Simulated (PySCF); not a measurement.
**First hyperpolarisability: `B(/C=C(/C(=C)C)C)(C)C`, C$_{8}$H$_{15}$B**

Molfile (atoms numbered from 1):
```
C8H15B
     RDKit          3D

 24 23  0  0  0  0  0  0  0  0999 V2000
    3.0340   -0.2860   -0.4523 C   0  0  0  0  0  0  0  0  0  0  0  0
    1.9560    0.0960    0.2580 C   0  0  0  0  0  0  0  0  0  0  0  0
    2.1427    0.7676    1.5896 C   0  0  0  0  0  0  0  0  0  0  0  0
    0.5795   -0.1484   -0.2347 C   0  0  0  0  0  0  0  0  0  0  0  0
    0.4449   -0.8270   -1.5680 C   0  0  0  0  0  0  0  0  0  0  0  0
   -0.5002    0.2553    0.4872 C   0  0  0  0  0  0  0  0  0  0  0  0
   -2.0262    0.1335    0.1978 B   0  0  0  0  0  0  0  0  0  0  0  0
   -2.9544    1.2468    0.8233 C   0  0  0  0  0  0  0  0  0  0  0  0
   -2.7135   -1.0525   -0.5843 C   0  0  0  0  0  0  0  0  0  0  0  0
    4.0439   -0.1157   -0.0705 H   0  0  0  0  0  0  0  0  0  0  0  0
    2.9560   -0.7773   -1.4232 H   0  0  0  0  0  0  0  0  0  0  0  0
    1.6638    0.1946    2.3994 H   0  0  0  0  0  0  0  0  0  0  0  0
    1.6955    1.7742    1.5999 H   0  0  0  0  0  0  0  0  0  0  0  0
    3.2099    0.8682    1.8281 H   0  0  0  0  0  0  0  0  0  0  0  0
    0.9888   -0.2697   -2.3469 H   0  0  0  0  0  0  0  0  0  0  0  0
   -0.6000   -0.9049   -1.8812 H   0  0  0  0  0  0  0  0  0  0  0  0
    0.8750   -1.8415   -1.5419 H   0  0  0  0  0  0  0  0  0  0  0  0
   -0.2670    0.8070    1.4072 H   0  0  0  0  0  0  0  0  0  0  0  0
   -2.4808    2.2390    0.8867 H   0  0  0  0  0  0  0  0  0  0  0  0
   -3.9391    1.3389    0.3402 H   0  0  0  0  0  0  0  0  0  0  0  0
   -3.1471    0.9332    1.8688 H   0  0  0  0  0  0  0  0  0  0  0  0
   -2.1114   -1.9646   -0.6972 H   0  0  0  0  0  0  0  0  0  0  0  0
   -3.6813   -1.3151   -0.1256 H   0  0  0  0  0  0  0  0  0  0  0  0
   -2.9665   -0.6887   -1.5992 H   0  0  0  0  0  0  0  0  0  0  0  0
  1  2  2  0
  2  3  1  0
  2  4  1  0
  4  5  1  0
  4  6  2  0
  6  7  1  0
  7  8  1  0
  7  9  1  0
  1 10  1  0
  1 11  1  0
  3 12  1  0
  3 13  1  0
  3 14  1  0
  5 15  1  0
  5 16  1  0
  5 17  1  0
  6 18  1  0
  8 19  1  0
  8 20  1  0
  8 21  1  0
  9 22  1  0
  9 23  1  0
  9 24  1  0
M  END
```

Level of theory: PySCF, quadratic response CAM-B3LYP/def2-SVPD first hyperpolarisability, Taylor convention, gas phase. Geometry: PBE0-D3(BJ)/def2-SVP.

Question: What is the first hyperpolarisability, and how does it disperse?

Answer: In 10⁻³⁰ esu, Taylor convention; the vector part is βᵢ = ⅓ Σⱼ (βᵢⱼⱼ + βⱼᵢⱼ + βⱼⱼᵢ); β∥ is 3/5 of the vector part along the dipole, the dipole points from − to +:
| process | λ (nm) | β vector norm | β∥ | β HRS | depolarisation ratio |
| --- | --- | --- | --- | --- | --- |
| static β(0;0,0) | ∞ | 4.15 | 2.43 | 1.79 | 4.43 |
| second harmonic β(−2ω;ω,ω) | 1907 | 4.68 | 2.74 | 2.01 | 4.47 |
| Pockels β(−ω;ω,0) | 1907 | 4.32 | 2.52 | – | – |
| second harmonic β(−2ω;ω,ω) | 1064 | 6.26 | 3.67 | 2.67 | 4.54 |
| Pockels β(−ω;ω,0) | 1064 | 4.72 | 2.76 | – | – |

Question: Which lowest excitations, dipole and polarisabilities go with it?

Answer: S1 4.82 eV (f = 0.576); S2 5.60 eV (f = 0.001); S3 5.92 eV (f = 0.038); dipole 0.50 D; isotropic α 120.3 au static, 120.8 au at 1907 nm, 122.2 au at 1064 nm, 122.7 au at 953.5 nm, 129.0 au at 532 nm.
